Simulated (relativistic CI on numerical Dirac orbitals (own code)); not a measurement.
Calculated at this level of theory: Dirac-Coulomb-Breit CI, separate exchange-only KLI orbitals for each configuration, model QED, unscaled Slater integrals (own radial code, finite nucleus).

The strongest absorption lines from the ground level of an ion, among the configurations computed and to levels below about 9720 eV (vacuum wavelength in nm, gf): 0.12814 (0.24), 0.16504 (0.22), 0.16530 (0.35), 0.16597 (0.15), 0.16787 (1.1), 0.17009 (0.45), 1.3821 (0.25), 1.3843 (0.15).

Q: Which ion is it?
A. Hf⁶⁷⁺
B. La⁵²⁺
C. Sm⁵⁷⁺
D. Sm⁵⁹⁺

A: C. Sm⁵⁷⁺ has 5 electrons and the ground level 2s²2p ²P°1/2; the strongest line goes to 2s²3d ²D3/2. The pattern of lines fixes the number of electrons, and along that sequence the line energies rise steadily with the charge (about as its square where n changes within one kind of shell, about linearly where n is kept but much faster in heavy ions where fine structure, which grows about as Z⁴, sets the gap, and irregularly where shells cross), which fixes Z. Configurations outside the model, such as inner-shell arrays, can give stronger lines. At this charge energies of transitions that change n are usually good to better than 1 %, and those within a shell (Δn = 0) to a few per cent.

LS names give the leading component of a level, which can be under half, so a name can repeat, a term be missing and a line seem to break the LS rules.
